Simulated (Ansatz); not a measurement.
Relaxation of F₃H₃Si₂ (8 atoms, charge 0, multiplicity 1), to a largest force component of 0.02 eV/Å in at most 40 steps.

The calculation used RKS B3LYP-D4/6-31G* (Ansatz).

```xyz
8
Properties=species:S:1:pos:R:3
Si 0.000 0.000 0.000
Si 0.000 0.000 2.220
H -1.315 -0.407 2.707
H 1.010 -0.935 2.707
H 0.305 1.342 2.707
F 1.499 0.000 -0.529
F -0.749 1.297 -0.529
F -0.749 -1.297 -0.529
```

Task: Where does it end, and by what steps?

Result: The run converged. After 6 steps the energy has fallen by 0.148 eV; H4 moved furthest, 0.23 Å.

| step | energy less start (eV) | largest force component (eV/Å) | accepted |
| --- | --- | --- | --- |
| 0 | 0.0000 | 1.025 | yes |
| 1 | -0.1331 | 0.274 | yes |
| 2 | -0.1411 | 0.139 | yes |
| 3 | -0.1459 | 0.052 | yes |
| 4 | -0.1468 | 0.236 | yes |
| 5 | -0.1477 | 0.080 | yes |
| 6 | -0.1479 | 0.019 | yes |

```xyz
8
Properties=species:S:1:pos:R:3
Si 0.000 0.000 -0.029
Si 0.000 0.000 2.296
H -1.387 -0.207 2.783
H 0.873 -1.098 2.783
H 0.514 1.305 2.783
F 1.472 0.201 -0.620
F -0.910 1.175 -0.621
F -0.562 -1.375 -0.621
```

Time of the run: 49 s on 1 thread of Arm Neoverse N1, with other jobs on the host, peak memory 0.18 GiB.
